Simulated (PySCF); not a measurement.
TDDFT excited states: C3H8GeS

Compound: C3H8GeS.
SMILES with atom numbers: `[CH2:1]=[CH:2][CH2:3][GeH2:4][SH:5]` (hydrogens: H6, H7 on C1; H8 on C2; H9, H10 on C3; H11, H12 on Ge4; H13 on S5)

Computed, not measured: PySCF, TDDFT CAM-B3LYP/def2-SVPD, vertical, gas phase, core orbitals frozen in the response. One conformer (not necessarily the lowest) at the PBE0-D3(BJ)/def2-SVP geometry, without solvent, vibrations or thermal averaging. Relativistic effects, spin–orbit coupling among them, are left out although an element past zinc is present. Torsions of this conformer, `[CH2:1]=[CH:2][CH2:3][GeH2:4][SH:5]`: C1–C2–C3–Ge4 -99°, C2–C3–Ge4–S5 58°, H–S5–Ge4–C3 -41°.

Question: Predict the UV-vis stick spectrum at this level.

Answer: 

| state | E (eV) | E (kJ/mol) | λ (nm) | f | main configurations (H = HOMO, L = LUMO) |
| --- | --- | --- | --- | --- | --- |
| S1 | 5.81 | 561 | 213.4 | 0.029 | H→L (52%), H→L+1 (19%) |
| S2 | 6.23 | 601 | 198.9 | 0.013 | H→L+2 (30%), H→L+3 (24%), H→L+1 (13%) |
| S3 | 6.43 | 620 | 192.9 | 0.135 | H→L+1 (40%), H→L (36%), H-1→L (14%) |
| S4 | 6.70 | 647 | 185.0 | 0.061 | H-1→L (71%), H→L+1 (17%) |
| S5 | 6.85 | 661 | 181.0 | 0.0053 | H→L+2 (48%), H→L+3 (24%), H-1→L+2 (13%) |
| S6 | 7.02 | 677 | 176.7 | 0.095 | H-1→L+1 (69%), H-1→L+3 (8%) |
| S7 | 7.19 | 694 | 172.4 | 0.013 | H-1→L+2 (48%), H-1→L+1 (9%) |
| S8 | 7.52 | 726 | 164.8 | 0.054 | H→L+3 (23%), H→L+8 (13%), H-1→L+3 (13%) |
| S9 | 7.62 | 735 | 162.7 | 0.070 | H→L+5 (49%), H-1→L+3 (23%), H-1→L+5 (12%) |
| S10 | 7.64 | 737 | 162.2 | 0.095 | H→L+4 (31%), H-1→L+3 (22%), H→L+5 (10%) |

Triplets, Tamm–Dancoff:

| state | E (eV) | λ (nm) | main configurations (H = HOMO, L = LUMO) |
| --- | --- | --- | --- |
| T1 | 4.17 | 297.3 | H-1→L (34%), H-1→L+1 (16%), H→L (15%) |
| T2 | 5.40 | 229.7 | H→L (39%), H→L+1 (27%), H-1→L (9%) |
| T3 | 5.79 | 214.1 | H→L+3 (24%), H→L+2 (21%), H→L+1 (10%) |
| T4 | 6.46 | 191.9 | H→L+1 (40%), H→L (30%), H-1→L (10%) |

The lowest singlet lies at 5.81 eV (213 nm, ultraviolet) and is weak; its leading configuration is HOMO→LUMO (52%). The strongest level in the table is S3 at 6.43 eV (193 nm, f = 0.135). Löwdin shares by element: HOMO sulfur 55%, carbon 16% or more, germanium 10% (atoms not listed hold the other 19%); LUMO carbon 26% or more, germanium 18%, sulfur 18% (atoms not listed hold the other 38%). The oscillator strengths of these states sum to 0.571; summed over the whole spectrum of an exact calculation they would give the number of electrons, 74 (Thomas–Reiche–Kuhn). Orbital energies (eV): HOMO-3 -10.99, HOMO-2 -10.23, HOMO-1 -8.79, HOMO -8.38, LUMO 0.56, LUMO+1 1.00, LUMO+2 1.17. Of the 10 states listed, 9 reach f = 0.01 and none stays under 0.0005. The vertical ionisation energy (ΔSCF) is 9.16 eV, 1.52 eV above S10. The window holds the lowest 10 singlets.
